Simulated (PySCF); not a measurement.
This PySCF input asks for the NMR shieldings of `Cl/C=[CH]/[Al]1[O]CC[O]1`, C$_{4}$H$_{6}$AlClO$_{2}$; the geometry comes from GFN2-xTB.

```python
import basis_set_exchange as bse
import numpy as np
from pyscf import gto, dft
from pyscf.prop import nmr

atoms = """
Cl    4.712391    0.725780   -0.162744
C     2.990102    0.628549   -0.092042
C     2.323671   -0.492179    0.149958
Al    0.377153   -0.358885    0.187008
O    -0.876743   -1.477098    0.439459
C    -2.128213   -0.841708    0.374332
C    -1.954656    0.691656    0.067195
O    -0.593277    1.021915   -0.036864
H     2.509358    1.580197   -0.265655
H     2.860991   -1.418846    0.317808
H    -2.640760   -0.971085    1.332308
H    -2.724336   -1.312370   -0.413278
H    -2.452869    0.939951   -0.874843
H    -2.403490    1.283650    0.870564
"""
names = dict.fromkeys(["Cl", "C", "Al", "O", "H"], "pcSseg-1")
basis = {el: gto.basis.parse(bse.get_basis(n, elements=[el], fmt="nwchem")) for el, n in names.items()}
mol = gto.M(atom=atoms, basis=basis, charge=0, verbose=0)
mf = dft.RKS(mol, xc="PBE0")
mf.grids.level = 2
mf.grids.alignment = dft.numint.BLKSIZE   # the property module wants whole blocks of grid points
mf.conv_tol = 1e-9
mf.kernel()

calc = nmr.RKS(mf)   # GIAO
C = mf.mo_coeff
Co = C[:, mf.mo_occ > 0]
resp = mf.gen_response(singlet=True, hermi=2)
def vind(x):   # induced exchange potential for any number of trial vectors
    d = np.einsum("pi,xij,qj->xpq", C, 2 * x.reshape(-1, C.shape[1], Co.shape[1]), Co, optimize=True)
    return np.einsum("xpq,pi,qj->xij", resp(d - d.transpose(0, 2, 1)), C, Co, optimize=True).ravel()
mo1, _ = nmr.rhf.solve_mo1(calc, with_cphf=vind)
sigma = calc.kernel(mo1)
for i, s in enumerate(sigma):   # ppm
    print("%2d %-2s %9.2f" % (i, mol.atom_pure_symbol(i), np.trace(s) / 3))
```

Q: What are the results?

A: 
```
 0 Cl    629.97
 1 C      30.61
 2 C      59.25
 3 Al    415.54
 4 O     294.66
 5 C     119.92
 6 C     120.18
 7 O     298.68
 8 H      24.85
 9 H      25.49
10 H      27.38
11 H      27.39
12 H      27.42
13 H      27.42
```

These numbers come from an equivalent density-fitted implementation of the same equations, which agrees with the script to about 0.01 ppm for H and up to a few tenths of a ppm for heavy atoms, so last digits may differ.

Size and cost of the density-fitted run: 180 basis functions, 27 s wall time on 1 thread of an Arm Neoverse V1, shared host; peak memory 0.81 GiB.
